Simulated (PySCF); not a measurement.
**Electron correlation in Ge⁺ (germanium, charge +1)**

[Ar] 3d10 4s2 4p1, 2P determinant. All numbers are calculated (PySCF 2.14, scalar relativity through the core potential, in cc-pVDZ-PP with ECP10MDF). Frozen: 3s2 3p6 3d10; 3 electrons correlated.

MP2 pair energies summed by pair of shells (mhartree):

| pair | energy | share (%) |
| --- | --- | --- |
| 4s-4s | -18.28 | 59.3 |
| 4s-4p | -12.57 | 40.7 |

Total MP2 correlation energy: -30.85 mhartree.

Same-spin part -2.10 and opposite-spin part -28.74 mhartree; SCS-MP2 scales them by 1/3 and 6/5 to -35.19 mhartree.

```csv
level,correlation energy (mhartree)
CCSD,-45.92
(T),-0.42
CCSD(T),-46.34
```

Diagnostics: T1 = 0.0088, D1 = 0.0216, largest double amplitude 0.096.

Cost of the coupled-cluster step: 0.08 s of wall time on 1 thread of Neoverse-V1 (shared host), for 3 correlated electrons.

Iterations:

```
CC2 = 0
CCSD nocc = (np.int64(2), np.int64(1)), nmo = (14, 14)
frozen orbitals [[0, 1, 2, 3, 4, 5, 6, 7, 8], [0, 1, 2, 3, 4, 5, 6, 7, 8]]
max_cycle = 100
direct = 0
conv_tol = 1e-08
conv_tol_normt = 1e-06
diis_space = 8
diis_start_cycle = 0
Init t2, MP2 energy = -0.0308477692625026
Init E_corr(UCCSD) = -0.0308477692639343
cycle = 1  E_corr(UCCSD) = -0.0405979389062621  dE = -0.00975016964  norm(t1,t2) = 0.0498942
cycle = 2  E_corr(UCCSD) = -0.0438728179300009  dE = -0.00327487902  norm(t1,t2) = 0.0197644
cycle = 3  E_corr(UCCSD) = -0.045928334319185  dE = -0.00205551639  norm(t1,t2) = 0.00852582
cycle = 4  E_corr(UCCSD) = -0.045912217798811  dE = 1.61165204e-05  norm(t1,t2) = 0.000986102
cycle = 5  E_corr(UCCSD) = -0.0459240587723906  dE = -1.18409736e-05  norm(t1,t2) = 9.87638e-05
cycle = 6  E_corr(UCCSD) = -0.0459206286480286  dE = 3.43012436e-06  norm(t1,t2) = 1.51412e-05
cycle = 7  E_corr(UCCSD) = -0.0459221483211012  dE = -1.51967307e-06  norm(t1,t2) = 4.50516e-06
cycle = 8  E_corr(UCCSD) = -0.04592170346406  dE = 4.44857041e-07  norm(t1,t2) = 1.54167e-06
cycle = 9  E_corr(UCCSD) = -0.0459217120736427  dE = -8.60958264e-09  norm(t1,t2) = 1.54685e-07
UCCSD converged
E(UCCSD) = -293.1147617987214  E_corr = -0.04592171207364268
UCCSD(T) correction = -0.000422573692881796
```
